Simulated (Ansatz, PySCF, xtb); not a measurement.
Donor–acceptor adduct: BH3 (SMILES B) (first 4 atoms) with C2H6S (SMILES CSC); geometry from B3LYP-D3(BJ)/def2-TZVP, rigid monomers moved along the line of their centres of mass till B1···S6 is 1.77 Å.
(charge 0, multiplicity 1):
```tsv
atom	x (Å)	y (Å)	z (Å)
B	-0.3293	0.6027	0.7595
H	0.0017	-0.2209	-0.0559
H	-1.4951	0.9039	0.7056
H	0.4334	1.5290	0.8904
C	1.5177	-0.5835	2.4692
S	-0.2553	-0.3177	2.2643
C	-0.5315	0.9564	3.5118
H	1.7209	-0.9982	3.4549
H	1.8190	-1.2920	1.7007
H	2.0435	0.3584	2.3219
H	-0.3431	0.5527	4.5050
H	-1.5734	1.2575	3.4266
H	0.1118	1.8101	3.3048
```

Counterpoise-corrected where a basis set is named; no monomer relaxation. Rows marked so take none.

Rows in 6-31G* carry no dispersion term and start afresh at each structure (6-31G* with six Cartesian d functions).

Run with Ansatz (Gaussian basis) for Hartree–Fock, density functionals and correlated methods; PySCF for 6-31G* rows, the dispersion terms; xtb for the GFN methods. Each number belongs to the level named beside it.

**Question.** One of these levels gives -133.4 kJ/mol for the interaction energy. Name it.
(A) B3LYP-D4/def2-TZVPPD
(B) M06-2X/6-31G* (no counterpoise)
(C) PBE-D3(BJ)/def2-TZVPPD
(D) GFN2-xTB

**Answer.** A, B3LYP-D4/def2-TZVPPD. The others give -78.2 (GFN2-xTB), -164.6 (PBE-D3(BJ)/def2-TZVPPD), -122.7 (M06-2X/6-31G* (no counterpoise))

Ansatz is an electronic-structure program.
